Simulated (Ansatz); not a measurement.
Relaxation of CH7FOSi (11 atoms, charge 0, multiplicity 1), to a largest force component of 0.03 eV/Å in at most 50 steps.

The calculation used Ansatz 0.2.0, RHF/def2-SVP.

```xyz
11
Properties=species:S:1:pos:R:3:forces:R:3
Si -0.507 0.547 -0.683 -0.13 0.29 -0.21
C 0.220 -1.162 -0.393 0.09 -0.40 -0.13
H -0.773 0.639 -2.132 0.00 -0.01 0.00
H -1.785 0.666 0.055 -0.01 0.01 0.02
O 0.522 1.784 -0.325 0.01 -0.03 0.05
H 0.282 -0.295 1.819 0.05 -0.40 -0.02
F 0.247 0.513 2.207 0.01 0.52 0.42
H 0.447 -1.500 0.624 -0.03 0.04 -0.10
H 1.145 -1.266 -0.968 -0.03 0.00 0.03
H -0.496 -1.889 -0.792 0.06 0.01 -0.01
H 0.697 1.964 0.587 -0.01 -0.02 -0.04
```

Q: Where does it end, and by what steps?

A: The forces met the threshold. The force dipped under the threshold on the way, but the program's further checks kept it going. After 41 steps the energy has fallen by 0.186 eV; H6 moved furthest, 1.50 Å.

```json
{"step": "0", "energy less start (eV)": "0.0000", "largest force component (eV/Å)": "0.516", "accepted": "yes"}
{"step": "2", "energy less start (eV)": "-0.0923", "largest force component (eV/Å)": "1.310", "accepted": "yes"}
{"step": "4", "energy less start (eV)": "-0.1052", "largest force component (eV/Å)": "1.564", "accepted": "no"}
{"step": "6", "energy less start (eV)": "-0.1552", "largest force component (eV/Å)": "0.137", "accepted": "yes"}
{"step": "8", "energy less start (eV)": "-0.1614", "largest force component (eV/Å)": "0.901", "accepted": "yes"}
{"step": "10", "energy less start (eV)": "-0.1701", "largest force component (eV/Å)": "0.166", "accepted": "yes"}
{"step": "12", "energy less start (eV)": "-0.1711", "largest force component (eV/Å)": "0.078", "accepted": "yes"}
{"step": "14", "energy less start (eV)": "-0.1723", "largest force component (eV/Å)": "0.257", "accepted": "yes"}
{"step": "16", "energy less start (eV)": "-0.1749", "largest force component (eV/Å)": "0.134", "accepted": "yes"}
{"step": "18", "energy less start (eV)": "-0.1762", "largest force component (eV/Å)": "0.242", "accepted": "no"}
{"step": "20", "energy less start (eV)": "-0.1794", "largest force component (eV/Å)": "0.065", "accepted": "yes"}
{"step": "22", "energy less start (eV)": "-0.1447", "largest force component (eV/Å)": "1.665", "accepted": "no"}
{"step": "24", "energy less start (eV)": "-0.1812", "largest force component (eV/Å)": "0.040", "accepted": "yes"}
{"step": "26", "energy less start (eV)": "-0.1822", "largest force component (eV/Å)": "0.054", "accepted": "yes"}
{"step": "28", "energy less start (eV)": "-0.1829", "largest force component (eV/Å)": "0.024", "accepted": "yes"}
{"step": "30", "energy less start (eV)": "-0.1838", "largest force component (eV/Å)": "0.136", "accepted": "yes"}
{"step": "32", "energy less start (eV)": "-0.1847", "largest force component (eV/Å)": "0.106", "accepted": "yes"}
{"step": "34", "energy less start (eV)": "-0.1852", "largest force component (eV/Å)": "0.074", "accepted": "yes"}
{"step": "36", "energy less start (eV)": "-0.1856", "largest force component (eV/Å)": "0.043", "accepted": "yes"}
{"step": "38", "energy less start (eV)": "-0.1857", "largest force component (eV/Å)": "0.045", "accepted": "yes"}
{"step": "40", "energy less start (eV)": "-0.1858", "largest force component (eV/Å)": "0.030", "accepted": "yes"}
{"step": "41", "energy less start (eV)": "-0.1859", "largest force component (eV/Å)": "0.011", "accepted": "yes"}
```

```xyz
11
Properties=species:S:1:pos:R:3
Si -0.556 0.506 -0.949
C 0.060 -1.239 -0.614
H -0.369 0.851 -2.374
H -2.002 0.574 -0.619
O 0.292 1.625 -0.078
H 1.321 0.291 2.728
F 0.473 0.598 2.672
H -0.042 -1.488 0.446
H 1.112 -1.344 -0.890
H -0.514 -1.973 -1.186
H 0.225 1.600 0.865
```

Time of the run: 48 s on 2 threads of Arm Neoverse V1, on a shared host, peak memory 0.17 GiB.
